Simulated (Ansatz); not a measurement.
F5Mo (SMILES [F][Mo]([F])([F])([F])[F]), doublet, geometry from GFN2-xTB (such geometries of metal compounds can be far from the true shape) (the multiplicity is a formal guess) (all electrons, no relativity); HF/3-21G (Ansatz, a program for electronic structure).

Ansatz was given this input:
Ansatz 0.2 input:
```yaml
crystal:
  periodic: [false, false, false]
  atoms:
    - {symbol: Mo, position_ang: [0.02633584, -0.02156110, 0.09042112]}
    - {symbol: F, position_ang: [0.49885408, -0.40841101, 1.71275931]}
    - {symbol: F, position_ang: [-1.40984929, 0.59651184, -0.90024484]}
    - {symbol: F, position_ang: [0.97478526, 1.40967311, 0.28674227]}
    - {symbol: F, position_ang: [0.66843933, 0.01047927, -1.64530278]}
    - {symbol: F, position_ang: [-0.85512995, -1.50763472, 0.12408079]}
basis:
  gaussian:
    orbitals: 3-21G.json
hamiltonian:
  xc: hf
magnetization: {spin_polarized: true, initial_magnetization: 1}
```
The basis file holds 3-21G in the JSON format of the Basis Set Exchange.

Output, abridged:

```
Functional definition: HF
901 factors; integrals over basis functions are off by at most 1.9e-4 eV
mean field evaluation 1: about -121114.6702 eV, gradient 4.9e1 eV
mean field evaluation 2: about -121114.6835 eV, gradient 4.9e1 eV
mean field evaluation 4: about -121125.3972 eV, gradient 4.1e0 eV
mean field evaluation 8: about -121125.5992 eV, gradient 3.8e-1 eV
mean field evaluation 16: about -121125.6687 eV, gradient 2.6e-5 eV
mean field evaluation 32: about -121122.1282 eV, gradient 3.1e0 eV
mean field evaluation 64: about -121125.2176 eV, gradient 7.2e-1 eV
mean field evaluation 96: about -121121.0014 eV, gradient 4.3e0 eV
mean field evaluation 128: about -121121.6033 eV, gradient 3.0e0 eV
mean field evaluation 160: about -121121.1843 eV, gradient 1.6e0 eV
mean field evaluation 192: about -121118.0982 eV, gradient 2.4e1 eV
mean field evaluation 224: about -121120.2151 eV, gradient 1.9e0 eV
mean field evaluation 256: about -121124.7772 eV, gradient 3.2e-2 eV
mean field evaluation 288: about -121125.6666 eV, gradient 1.3e-1 eV
mean field -121125.66868635 eV, -4451.2862222965 hartree, gradient 1.8e-5 eV, S^2 0.756047; 5 other end points of the search recorded, 0 dependent functions left out
reference -121125.66868635 eV, -4451.2862222965 hartree; 44, 43 occupied and 40, 41 virtual orbitals, 901 factors
Total energy: -121125.66868635 eV, -4451.2862222965 hartree
```
